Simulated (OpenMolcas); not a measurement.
**Fe2+: moving or changing the point charges**

Fe2+ among 4 point charges of -1 e arranged as a square (D4h), 1.9 Å from the ion.

| Quantity | Value |
| --- | --- |
| Program | OpenMolcas |
| Method | SS-CASPT2, IPEA 0.25 Eh, imaginary shift 0.1 Eh (closed shells correlated: 3s 3p) |
| Basis | ANO-RCC-VTZP [6s5p3d2f1g] |
| Scalar Hamiltonian | DKH2, point nucleus |
| Active space | 6 electrons in 5 orbitals (3d) |
| State averaging | 2S+1 = 5 even, 5 roots; 2S+1 = 3 even, 45 roots; 2S+1 = 1 even, 50 roots |
| Spin-orbit coupling | RASSI with atomic mean-field integrals over the reference wave functions |

Runs around this geometry, states (labels of D4, the rotations of D4h). Energies in cm-1 above the lowest state or level, χT in cm3 K/mol.

```csv
R (Å),q (e),Ground state,First state of that spin,First gap with spin-orbit (degeneracies),χT at 300 K,First state of another spin
1.9,-0.65,5A1,5E 1000,"22 (1, 2)",4.357,3E 21060
1.72,-1,5A1,5E 3860,"10 (1, 2)",3.401,3A2 20290
1.9,-1,5A1,5E 2420,"14 (1, 2)",3.639,3A2 21130
2.06,-1,5A1,5E 1700,"17 (1, 2)",3.890,3A2 21410
```

Taking the first state of the same spin as R^-n, n = -ln(1700 / 3860) / ln(2.06 / 1.72) = 4.5 between the shortest and longest distance.

Scaling the charges by -0.65 / -1 = 0.65 scales the first state of the same spin by 1000 / 2420 = 0.41; with fixed orbitals a first-order splitting would follow the charge.

Roots that are degenerate in the reference are averaged as groups; the widest CASPT2 spread within a group is 19 cm-1 (the 2-fold group of multiplicity 1 near 60300 cm-1 above the lowest state of its run, R = 2.06, q = -1). Shifts and gaps below about the spread of the groups concerned are not significant. Free-ion shares, where given, are those of the reference states; single-state CASPT2 does not remix them. Point charges carry no covalency, so the field is a model and not that of real ligands. No measured value stands beside these numbers.
